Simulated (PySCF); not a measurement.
## Lead: a sound run and one with changed settings

Sound run: Pb [Xe] 4f14 5d10 6s2 6p2, Pb⁺ [Xe] 4f14 5d10 6s2 6p1. All numbers are calculated (PySCF 2.14, a scalar-relativistic core potential, in cc-pVDZ-PP with ECP60MDF). In the sound run the correlated levels freeze 5s2 5p6 5d10 outside the core potential. The sound run starts from symmetry-adapted Hartree-Fock orbitals and uses a fine grid where one is needed.

Changed run: initial guess minao, at most 50 SCF cycles.

```
species   method  sound run (hartree)  changed run (hartree)  converged
     Pb      UHF           -191.83244             -191.83244        yes
     Pb   r2SCAN           -192.92182             -192.92182        yes
     Pb  CCSD(T)           -191.87213             -191.87213        yes
    Pb⁺     MN15           -192.19658             -192.19658        yes
    Pb⁺      MP2           -191.61261             -191.61261        yes
```

Here the plain start reaches the same solutions.
